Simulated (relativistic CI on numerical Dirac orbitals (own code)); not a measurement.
How well does a small relativistic CI reproduce S VI?

Method of calculation: Dirac-Coulomb-Breit CI, separate exchange-only KLI orbitals for each configuration, model QED (radiative potential, 1s self-energy scaled to tabulated hydrogen-like ionisation energies), valence Slater integrals scaled by 0.85, P86 correlation energy added to each configuration (own radial code, finite nucleus).

Configurations in the expansion (outside the closed core [Ne]): 3s, 3p, 3d, 4s, 4p, 4d, 4f, 5s, 5p, 5d, 5f, 5g, 6s, 6p, 6d, 7s, 7p. Levels of other configurations are missing.

```
Configuration  Term (tabulated)    J  Measured (cm⁻¹)  Computed  Error  Purity (%)
           3s                2S  1/2              0.0         0      0         100
           3p               2P°  1/2         105873.6    105927     54         100
           3p               2P°  3/2         107137.7    107164     26         100
           3d                2D  3/2         247422.5    247243   -180         100
           3d                2D  5/2         247455.0    247256   -199         100
           4s                2S  1/2         362988.8    360585  -2404         100
           4p               2P°  1/2         401169.2    398986  -2183         100
           4p               2P°  3/2         401627.1    399430  -2197         100
           4d                2D  3/2         451796.8    449368  -2429         100
           4d                2D  5/2         451813.8    449373  -2441         100
           5s                2S  1/2         504102.4    501149  -2953         100
           5p               2P°  1/2         522029.1    519226  -2804         100
           5p               2P°  3/2         522249.5    519435  -2814         100
           5d                2D  3/2         546047.6    543139  -2908         100
           5d                2D  5/2         546058.6    543142  -2917         100
           6s                2S  1/2         573737.7    570769  -2968         100
           6p               2P°  1/2         583551.3    580693  -2858         100
           6p               2P°  3/2         583674.1    580809  -2865         100
           6d                2D  3/2         596853.0    593961  -2892         100
           6d                2D  5/2         596861.3    593963  -2898         100
           7s                2S  1/2         613198.8    610362  -2837         100
           7p               2P°  1/2         619142.9    616400  -2743         100
           7p               2P°  3/2         619218.4    616472  -2747         100
```

Measured levels from NIST levels in Podobedova, Kelleher and Wiese, J. Phys. Chem. Ref. Data 38, 171 (2009); pairs were made by configuration, J and term (by order where the table uses no LS term), so strongly mixed levels may be paired wrongly.

Mean error by configuration (cm⁻¹): 3p 40; 3d -189; 4s -2404; 4p -2190; 4d -2435; 5s -2953; 5p -2809; 5d -2912; 6s -2968; 6p -2862; 6d -2895; 7s -2837; 7p -2745. Over the excited levels the mean absolute error is 2242 cm⁻¹ (22 of the 22 excited levels that our extract of the source holds in range could be paired), and the median relative error of those above 1,000 cm⁻¹ is 0.5 %.
